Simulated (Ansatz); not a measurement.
Reaction (ligand exchange at the Si–S bond): `SC[SiH2]SS` + H–F → `F[SiH2]CS` + `SS`

Calculated with Ansatz (gas phase, PBE0-D4/def2-TZVP geometries, no zero-point term in ΔE). CBS: MP2 limit from def2 TZ/QZ plus the TZ coupled-cluster correction, frozen cores. This one scheme is used for every species. DFT in def2-TZVPP. B3LYP here is the variant with VWN-RPA as its local correlation; programs differ in this. Each species was taken in one conformer, which may not be the lowest.

(1) Is it downhill or uphill in electronic energy at CCSD(T)/CBS, and by how much? (Estimate.)

(2) What do these levels give: r2SCAN-D4, B3LYP-D4, ωB97M-V, B2PLYP, r2SCAN, HF/def2-TZVPP, MP2/def2-TZVPP, CCSD/def2-TZVPP, MP2/def2-QZVPP, HF/CBS(def2), MP2/CBS(def2), CCSD/CBS(def2)? (An estimate is asked.)

Largest T1 diagnostic among the species: 0.011.

## Answers

(1) The calculation gave: Downhill: ΔE = -0.78 eV.

(2) Computed: r2SCAN-D4 -0.85, B3LYP-D4 -0.86, ωB97M-V -0.86, B2PLYP -0.92, r2SCAN -0.88, HF/def2-TZVPP -1.11, MP2/def2-TZVPP -0.75, CCSD/def2-TZVPP -0.87, MP2/def2-QZVPP -0.74, HF/CBS(def2) -1.14, MP2/CBS(def2) -0.71, CCSD/CBS(def2) -0.84 eV.

The D4 term adds +0.13 eV with B3LYP and +0.07 eV with PBE0; it sums over pairs of atoms, weighted by their polarisabilities, and B3LYP, whose exchange is more repulsive, gets the larger term. In def2-TZVPP, CCSD(T) changes the Hartree–Fock value by +0.30 eV (the triples alone add +0.06 eV) and MP2 by +0.37 eV.
